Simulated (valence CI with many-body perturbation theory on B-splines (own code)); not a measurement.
The numbers below are computed, except where a source is named.
**Pm⁴⁸⁺: magnetic and hyperfine properties of the levels**

Method: relativistic CI+MBPT: three valence electrons over a frozen Dirac-Fock core [Ne], a basis of 11 s, 11 p, 9 d, 7 f, 5 g, 2 h, 1 i functions for each j, with the one-electron correlation potential Σ1 (screened to all orders), the two-electron term Σ2, the three-electron term Σ3, Breit, model QED; selected single and double excitations, second order for the rest (own B-spline code, finite nucleus).

No measured spectrum was set against this ion. As an estimate, large intervals hold to a few tenths of a per cent, small ones and those within an open d or f shell to about a per cent.

A/g_I is the dipole constant over the nuclear g factor μ/I (μ in nuclear magnetons, uniformly magnetised nucleus), B/Q the quadrupole constant per barn. Both hold the static response of the core; the bare values leave it out. Large factors of s and p1/2 electrons are usually good to 5 to 10 %; those of open d and f shells near neutrality can be off by tens of per cent, and small factors of p3/2, d and f electrons come from cancelling terms and can be off by a factor of two or in sign, in half-filled shells by more. B is blank for J = 1/2, where it vanishes, and for nearly pure S terms. Energies count from the lowest level.

Levels are named by their leading jj configuration (3d3/2^4 stands for four electrons in 3d with j = 3/2), which in mixed levels can hold well under half, so a name can repeat and another be missing. Letters in brackets count levels of one name in rising energy.

```csv
Level,E (eV),g,A/g_I (MHz),A/g_I bare,B/Q (MHz/b),B/Q bare
(3s^2 3p1/2) J=1/2,0.00,0.654,789000,771000,,
(3s 3p1/2^2) J=1/2,122.99,2.212,2380000,2320000,,
(3s^2 3p3/2) J=3/2,146.06,1.325,113000,113000,215000,212000
(3s 3p1/2 3p3/2) J=3/2 [a],247.04,1.653,589000,578000,174000,172000
(3s 3p1/2 3p3/2) J=5/2,260.61,1.357,698000,684000,145000,143000
(3s 3p1/2 3p3/2) J=3/2 [b],278.27,0.950,44100,45400,135000,134000
(3s 3p1/2 3p3/2) J=1/2,286.48,1.218,-781000,-758000,,
(3s^2 3d3/2) J=3/2,327.86,0.832,32600,34700,38900,39900
(3s^2 3d5/2) J=5/2,353.28,1.227,74400,75000,23200,24900
(3p1/2^2 3p3/2) J=3/2,401.45,1.212,79900,81900,172000,170000
(3s 3p3/2^2) J=5/2,406.17,1.391,554000,543000,95700,94300
(3s 3p1/2 3d3/2) J=3/2 [a],415.38,0.568,-175000,-169000,61900,62100
(3s 3p1/2 3d3/2) J=5/2,425.26,1.039,644000,630000,2720,4380
(3s 3p3/2^2) J=1/2,433.01,1.878,2460000,2400000,,
(3s 3p3/2^2) J=3/2,438.42,1.198,-348000,-335000,-52400,-51500
(3s 3p1/2 3d3/2) J=1/2,445.61,0.371,-960000,-934000,,
(3s 3p1/2 3d3/2) J=3/2 [b],448.36,1.312,549000,539000,32900,32700
(3s 3p1/2 3d5/2) J=5/2 [a],459.48,1.349,230000,227000,36800,38200
(3s 3p1/2 3d5/2) J=7/2,468.42,1.249,469000,460000,-2760,-442
(3s 3p1/2 3d5/2) J=5/2 [b],477.20,1.056,35300,37000,50200,51100
(3s 3p1/2 3d5/2) J=3/2,481.21,1.139,-425000,-411000,5760,7020
(3p1/2 3p3/2^2) J=5/2,543.69,1.146,288000,284000,44300,43900
(3p1/2 3p3/2^2) J=3/2,547.83,1.368,-14100,-8860,32900,32400
(3p1/2 3p3/2^2) J=1/2,558.49,0.674,819000,798000,,
(3p1/2^2 3d3/2) J=3/2,566.65,0.765,62900,62800,33600,35000
(3s 3p3/2 3d3/2) J=3/2 [a],573.00,1.325,350000,345000,-10000,-10900
(3s 3p3/2 3d3/2) J=1/2 [a],574.12,2.281,1130000,1110000,,
(3s 3p3/2 3d3/2) J=5/2 [a],574.22,1.259,310000,306000,61900,60400
(3s 3p3/2 3d3/2) J=7/2,577.21,1.275,403000,397000,183000,181000
(3s 3p3/2 3d5/2) J=9/2,590.02,1.325,324000,319000,265000,263000
(3s 3p3/2 3d3/2) J=3/2 [b],596.47,0.999,8550,11100,-117000,-115000
(3s 3p3/2 3d5/2) J=5/2 [a],608.25,1.317,421000,414000,-78000,-76500
(3p1/2^2 3d5/2) J=5/2,609.53,1.194,19700,22800,28000,29800
(3s 3p3/2 3d3/2) J=5/2 [b],611.68,0.964,-31300,-27900,117000,117000
(3s 3p3/2 3d3/2) J=1/2 [b],614.25,0.609,280000,275000,,
(3s 3p3/2 3d5/2) J=7/2 [a],617.66,1.199,167000,166000,193000,192000
(3s 3p3/2 3d5/2) J=3/2 [a],618.31,1.166,-128000,-121000,-110000,-108000
(3s 3p3/2 3d5/2) J=7/2 [b],631.33,1.196,47600,49400,143000,143000
(3s 3p3/2 3d5/2) J=1/2,640.01,0.687,-577000,-561000,,
(3s 3p3/2 3d5/2) J=3/2 [b],647.36,1.303,567000,555000,67100,67200
```

Q: Take the isotope of mass number 147, with I = 7/2, μ = 2.58 μN and Q = 0.74 b. What is the hyperfine structure of (3s 3p1/2 3p3/2) J=5/2?

A: From the table A = 514000 MHz, B = 107000 MHz. Shifts from the centre of gravity in MHz: F = 1: -5730000, F = 2: -4730000, F = 3: -3220000, F = 4: -1190000, F = 5: 1390000, F = 6: 4520000.
